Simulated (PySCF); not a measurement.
CH6AlFGe. Atoms are numbered in the order given.

```xyz
10

Al     0.3074     0.5162    -0.8771
F      1.9207     0.3678    -1.3003
Ge    -0.3674    -0.6932     1.1647
H     -0.1204    -2.2116     1.0422
H      0.4187    -0.2140     2.4033
H     -1.8668    -0.5025     1.4786
C     -0.8116     1.6020    -2.0370
H     -1.8411     1.7105    -1.6625
H     -0.8630     1.1569    -3.0455
H     -0.3819     2.6105    -2.1596
```
Charge 0, spin multiplicity 1.

Geometry optimised at PBE0-D3(BJ)/def2-SVP.

All values below come from HF/pcSseg-1 in PySCF.

GIAO shieldings, no solvent; atoms alike by connectivity are averaged. δ = σ(ref) − σ: ¹⁹F against CFCl3 (σ = 238.5 ppm); ⁷³Ge against GeH4 (σ = 1776.1 ppm); ¹H against TMS (σ = 31.99 ppm); ¹³C against TMS (σ = 192.6 ppm), references at their B3LYP-D3(BJ)/def2-TZVP geometries, non-relativistic.

Computed chemical shifts:
```tsv
nucleus	atoms	count	δ (ppm)
¹⁹F	F2	1	-102.4
⁷³Ge	Ge3	1	-83.6
¹H	H4, H5, H6	3	3.23
¹H	H8, H9, H10	3	0.19
¹³C	C7	1	-3.7
```
